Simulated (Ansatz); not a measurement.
This geometry of a periodic cell of 17 atoms, Si (host Si, host structure diamond, interstitial Si) is a first-order saddle point.

The calculation used DFT PBE, scalar-relativistic, plane waves, PAW (Ansatz 0.2.0). Settings: PAW set soft_1, cutoff 420 eV, k mesh 2x2x2, fermi-dirac smearing 0.02 eV, no spin polarisation.

```xyz
17
Lattice="0.0000 5.4300 5.4300 5.4300 0.0000 5.4300 5.4300 5.4300 0.0000" Properties=species:S:1:pos:R:3
Si -0.220 -0.221 -0.221
Si 1.152 1.152 1.152
Si 2.625 2.624 0.102
Si 4.005 4.004 1.379
Si 2.625 0.101 2.625
Si 4.005 1.379 4.004
Si 5.406 2.780 2.780
Si 6.681 4.161 4.161
Si 0.102 2.624 2.625
Si 1.379 4.004 4.005
Si 2.780 5.405 2.780
Si 4.161 6.680 4.161
Si 2.780 2.780 5.405
Si 4.161 4.161 6.681
Si 5.637 5.636 5.637
Si 7.010 7.010 7.010
Si 8.819 8.819 8.819
```

(1) Which two structures does it join? (They come from a converged band through this point; their orientation in space is the band's.)

(2) How far does it lie above each of them?

## Answers

(1) Contacts lost: Si1–Si17. Contacts made: Si16–Si17. The atom that moves furthest is Si17, by 2.35 Å; four of its nearest neighbours are Si3 2.39, Si1 2.39, Si9 2.39, Si5 2.39 Å at the first end and Si16 2.39, Si8 2.39, Si12 2.39, Si14 2.39 Å at the last.

First end point:

```xyz
17
Lattice="0.0000 5.4300 5.4300 5.4300 0.0000 5.4300 5.4300 5.4300 0.0000" Properties=species:S:1:pos:R:3
Si 0.023 0.023 0.023
Si 1.356 1.355 1.361
Si 2.689 2.689 0.026
Si 4.072 4.072 1.391
Si 2.693 0.022 2.693
Si 4.073 1.391 4.072
Si 5.434 2.711 2.711
Si 6.754 4.072 4.073
Si 0.023 2.692 2.692
Si 1.391 4.073 4.072
Si 2.711 5.434 2.711
Si 4.072 6.754 4.073
Si 2.712 2.712 5.433
Si 4.073 4.073 6.754
Si 5.434 5.434 5.434
Si 6.788 6.788 6.787
Si 9.500 9.499 9.506
```

Last end point:

Only the atoms that move by more than 0.05 Å are listed.
```
Si17 8.143 8.142 8.141
```

(2) 0.31 eV above the first and 0.31 eV above the second. This is the barrier of this one path; another mechanism may lie lower. Limits of this set-up: coarse k mesh, a small cell, in which the defect meets its images.

Run time: 5.6 min on 1 thread of Arm Neoverse V2, on a shared host, peak memory 0.81 GiB.
